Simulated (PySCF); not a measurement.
# Mayer bond orders and bond lengths

Compound: C₅H₅ClO.
Atom-mapped SMILES: `[CH3:1][c:2]1[cH:3][cH:4][c:5]([Cl:6])[o:7]1` (hydrogens: H8, H9, H10 on C1; H11 on C3; H12 on C4)

Structure used (GFN2-xTB), in Å, numbered top down from 1:
```xyz
12
C5H5ClO angstrom
C     -1.9192    0.3040    0.0928
C     -0.4543    0.0694    0.0194
C      0.3057   -1.0358    0.2554
C      1.6562   -0.6618    0.0272
C      1.6068    0.6483   -0.3322
Cl     2.8422    1.7422   -0.7498
O      0.3425    1.1064   -0.3426
H     -2.1415    1.0903    0.8127
H     -2.4212   -0.6098    0.3943
H     -2.3023    0.6212   -0.8760
H     -0.0428   -2.0024    0.5558
H      2.5292   -1.2727    0.1170
```

Bond orders from the PBE0/pcSseg-1 density (PySCF). Isolated species at its GFN2-xTB geometry, gas phase.

(1) Where do the orders between heavy atoms depart from those drawn in the SMILES?

(2) Give the Mayer order of every bond, beside its length.

Results:

(1) The largest departure is 0.465, at O7–C2 (drawn aromatic, 1.035), counting aromatic bonds as 1.5. The bonds drawn aromatic range from 1.03 to 1.58.

(2) 
```json
{"bond": "C1–C2", "drawn as": "single", "length (Å)": "1.485", "Mayer order": "1.088"}
{"bond": "C2–C3", "drawn as": "aromatic", "length (Å)": "1.362", "Mayer order": "1.582"}
{"bond": "C3–C4", "drawn as": "aromatic", "length (Å)": "1.420", "Mayer order": "1.242"}
{"bond": "C4–C5", "drawn as": "aromatic", "length (Å)": "1.359", "Mayer order": "1.526"}
{"bond": "C5–Cl6", "drawn as": "single", "length (Å)": "1.702", "Mayer order": "1.052"}
{"bond": "C5–O7", "drawn as": "aromatic", "length (Å)": "1.345", "Mayer order": "1.077"}
{"bond": "O7–C2", "drawn as": "aromatic", "length (Å)": "1.357", "Mayer order": "1.035"}
{"bond": "C1–H8", "drawn as": "single", "length (Å)": "1.089", "Mayer order": "0.938"}
{"bond": "C1–H9", "drawn as": "single", "length (Å)": "1.085", "Mayer order": "0.955"}
{"bond": "C1–H10", "drawn as": "single", "length (Å)": "1.089", "Mayer order": "0.938"}
{"bond": "C3–H11", "drawn as": "single", "length (Å)": "1.071", "Mayer order": "0.998"}
{"bond": "C4–H12", "drawn as": "single", "length (Å)": "1.069", "Mayer order": "0.998"}
```

Bonds between the same two heavy elements. C–C: lowest C1–C2 (1.088, 1.485 Å), highest C2–C3 (1.582, 1.362 Å). C–O: lowest O7–C2 (1.035, 1.357 Å), highest C5–O7 (1.077, 1.345 Å).

Sum the orders of all bonds at each heavy atom with more than one neighbour and set the sums beside the valence in the SMILES.

C1 3.919 (drawn 4), C2 3.705 (drawn 4), C3 3.822 (drawn 4), C4 3.766 (drawn 4), C5 3.655 (drawn 4), O7 2.112 (drawn 2). Orders between atoms that aren't bonded are not in these sums.

Mayer orders depend on the basis set.

These values come from a run that also computed NMR shieldings. Hardware: one thread, AMD EPYC 9R14 (x86_64), on a shared host. Cost: 11 s, 0.71 GiB resident at most.
